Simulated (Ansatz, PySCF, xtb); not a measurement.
Dimer: NH3 (SMILES N) (first 4 atoms) with C2H3F (SMILES C=CF); geometry from B3LYP-D3(BJ)/def2-TZVP, rigid monomers moved along the line of their centres of mass till H2···F7 is 2.73 Å.
(charge 0, multiplicity 1):
```xyz
10

N     -0.028    -0.095     0.643
H      0.655     0.247     1.311
H      0.418    -0.825     0.099
H     -0.243     0.666     0.010
C     -0.992    -0.332     4.265
C      0.110     0.185     4.766
F      1.133     0.601     3.977
H     -1.128    -0.447     3.196
H     -1.772    -0.647     4.942
H      0.338     0.339     5.812
```

Interaction energies are E(AB) − E(A) − E(B) at the monomers' geometry in the complex; basis-set methods are counterpoise corrected. Rows marked so take none.

Rows in 6-31G* carry no dispersion term and start afresh at each structure (6-31G* with six Cartesian d functions).

Programs: Ansatz (Gaussian orbitals); PySCF for 6-31G* rows, the dispersion terms; xtb for the GFN methods. Values without a source in brackets are computed.

Question: One of these levels gives -1.74 kcal/mol for the interaction energy. Which one is it?
(A) B3LYP/6-31G* (no counterpoise)
(B) GFN1-xTB
(C) PBE-D3(BJ)/def2-TZVPPD

Answer: B, GFN1-xTB. The others give -2.60 (PBE-D3(BJ)/def2-TZVPPD), -3.57 (B3LYP/6-31G* (no counterpoise))

Ansatz is a quantum-chemistry and plane-wave program.
